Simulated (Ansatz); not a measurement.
`[CH3][Zr]([CH3])([CH3])[F]` + H–F → `[CH3][Zr]([CH3])([F])[F]` + CH₄  (ligand exchange at a Zr–C bond)

Computed with Ansatz on PBE0-D4/def2-TZVP structures; ΔE is electronic, products minus reactants. CCSD(T)/CBS is the MP2 limit (def2-TZVPP, def2-QZVPP) plus CCSD(T) − MP2 in def2-TZVPP, frozen cores. This one scheme is used for every species. Functionals use def2-TZVPP. Elements past krypton have def2 core potentials. For Zr outer-core shells are correlated without core-valence functions, which leaves a few kJ/mol of doubt a bond.

`[CH3][Zr]([CH3])([CH3])[F]`:

Z-matrix (Å, degrees):
```
C
Zr 1 2.214
H 1 1.098 2 110.1
H 1 1.095 2 113.0 3 -120.4
H 1 1.097 2 110.8 3 118.7
C 2 2.214 1 109.0 3 -106.5
C 2 2.215 1 108.1 3 10.7
F 2 1.904 1 110.7 3 131.7
H 6 1.095 2 112.9 1 -108.6
H 6 1.098 2 110.1 1 131.1
H 6 1.097 2 110.9 1 12.4
H 7 1.096 2 112.7 1 154.0
H 7 1.098 2 110.3 1 -85.7
H 7 1.097 2 111.0 1 33.3
```

H–F:

Cartesian coordinates in Å:
```
F -0.269 -0.363 -0.087
H 0.269 0.363 0.087
```

`[CH3][Zr]([CH3])([F])[F]`:

Z-matrix (Å, degrees):
```
C
Zr 1 2.210
H 1 1.098 2 109.8
H 1 1.096 2 111.4 3 119.2
H 1 1.096 2 112.5 3 -119.7
C 2 2.209 1 105.7 3 -45.4
F 2 1.903 1 108.7 3 71.7
F 2 1.903 1 108.9 3 -162.2
H 6 1.096 2 112.5 1 -156.4
H 6 1.098 2 109.5 1 -36.9
H 6 1.096 2 111.7 1 82.3
```

CH₄:

```xyz
5

C     0.000    0.000    0.000
H    -0.391    1.004    0.163
H    -0.731   -0.589   -0.553
H     0.196   -0.474    0.962
H     0.926    0.059   -0.571
```

| species | LC-ωPBE energy (Eh) |
| --- | --- |
| `[CH3][Zr]([CH3])([CH3])[F]` | -266.69609 |
| H–F | -100.44042 |
| `[CH3][Zr]([CH3])([F])[F]` | -326.72343 |
| CH₄ | -40.51009 |

Work out ΔE.

ΔE = (-326.72343) + (-40.51009) − (-266.69609) − (-100.44042) = -0.09701 Eh = -254.7 kJ/mol. CCSD(T)/CBS gives -236.3 kJ/mol.

Largest T1 diagnostic among the species: 0.016.

At CCSD(T), def2-SVP lies −33.0 kJ/mol from the extrapolated value and def2-TZVPP −1.7 kJ/mol. From BLYP to BHLYP (50 % exact exchange), in def2-TZVPP and without D4, ΔE moves by +3.5 kJ/mol.
